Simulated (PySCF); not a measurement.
Exercise with solution: oscillator strength and radiative lifetime

CH₄OSSe, SMILES CS[Se]O.

Coordinates come from a PBE-D3(BJ)/def2-SVP optimisation. This is a generated structure with no PubChem entry under its InChIKey; it may be hypothetical. One conformer was computed; it need not be the lowest.

PySCF 2.14.0 with TDA-LC-ωPBE/def2-SVPD puts the first singlet state with f over 0.02 at 6.11 eV (vertical), with the transition dipole (0.212, 0.082, -0.315) in atomic units.

Question: Find the oscillator strength, the wavelength and the radiative lifetime that this transition would have in vacuum if emission retraced absorption.

Answer: 
|μ|² = 0.1509 au, so |μ| = 0.99 D. ΔE = 6.11/27.211 = 0.2245 hartree. f = (2/3) ΔE |μ|² = 0.023 (the program prints 0.023).
λ = 1239.84/6.11 = 203 nm; ν = 49280 cm⁻¹.
Einstein's coefficient A = 0.6670 ν² f s⁻¹ (ν in cm⁻¹) = 3.7e7 s⁻¹, so τ = 1/A = 27 ns. This state is S5; the lower singlets have f = 0.002, 0.002, 0.002, 0.013. The figure is the radiative limit of this one transition; relaxation, internal conversion, crossing to triplets and a medium change what is measured.
